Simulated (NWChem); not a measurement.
C2H6FNSi; SMILES C=C(F)[SiH2]N

```xyz
11

C      0.9287     1.8606     0.3912
C      0.0470     0.9435    -0.0090
F     -1.2489     1.2940    -0.1512
Si     0.4013    -0.8734    -0.4124
N     -0.4313    -2.0344     0.5566
H      0.6256     2.8914     0.5981
H      1.9784     1.5883     0.5137
H      1.8752    -1.0331    -0.2414
H     -0.0268    -1.1119    -1.8211
H     -0.2693    -2.0766     1.5567
H     -1.3954    -2.2598     0.3389
```
Atoms are numbered in this order, from 1.

All runs: NWChem. Pople sets run with spherical d functions. The geometry was optimised at PBE0/def2-SVP. Total energies compare along this basis series because the functional is fixed.

```json
[
 {"level": "TPSS/STO-3G", "basis functions": "35", "energy (Ha)": "-517.4769", "highest occupied level (eV)": "-2.28", "orbital gap (eV)": "5.15", "dipole (D)": "0.95"},
 {"level": "TPSS/3-21G", "basis functions": "61", "energy (Ha)": "-521.1328", "highest occupied level (eV)": "-5.52", "orbital gap (eV)": "4.98", "dipole (D)": "1.35"},
 {"level": "TPSS/6-31G*", "basis functions": "86", "energy (Ha)": "-523.9250", "highest occupied level (eV)": "-5.81", "orbital gap (eV)": "5.12", "dipole (D)": "1.29"},
 {"level": "TPSS/6-31+G*", "basis functions": "106", "energy (Ha)": "-523.9441", "highest occupied level (eV)": "-6.17", "orbital gap (eV)": "4.95", "dipole (D)": "1.22"},
 {"level": "TPSS/6-311G**", "basis functions": "134", "energy (Ha)": "-524.0302", "highest occupied level (eV)": "-6.06", "orbital gap (eV)": "5.06", "dipole (D)": "1.26"},
 {"level": "TPSS/6-311++G**", "basis functions": "160", "energy (Ha)": "-524.0393", "highest occupied level (eV)": "(withheld)", "orbital gap (eV)": "4.95", "dipole (D)": "1.20"}
]
```

Task: Fill in the missing entries.

Result: 
- TPSS/6-311++G**, highest occupied level (eV): -6.23
